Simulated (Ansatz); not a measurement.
Basis-set series for `[CH3][In]([NH2])[Cl]`. Total charge 0; spin multiplicity 1. In takes the def2 core potential. Geometry: relaxed with PBE0-D4/def2-TZVP. It is one conformer, not always the lowest.

```tsv
functional	basis	functions	energy (Eh)	HOMO (eV)	LUMO (eV)
PBE0-D4	def2-SVP	97	-745.77490	-7.09	-0.70
PBE0-D4	def2-QZVPP	416	-746.08218	-7.37	-1.05
ωB97M-V	def2-SVP	97	-745.90816	-9.41	0.97
ωB97M-V	def2-QZVPP	416	-746.21892	-9.73	0.34
```

Give the rows for def2-TZVPP. (An estimate is asked.)

Computed: 
| functional | basis | functions | energy (Eh) | HOMO (eV) | LUMO (eV) |
| --- | --- | --- | --- | --- | --- |
| PBE0-D4 | def2-TZVPP | 224 | -746.06070 | -7.32 | -0.92 |
| ωB97M-V | def2-TZVPP | 224 | -746.19820 | -9.67 | 0.60 |

Positive LUMOs are unbound and depend on the basis.
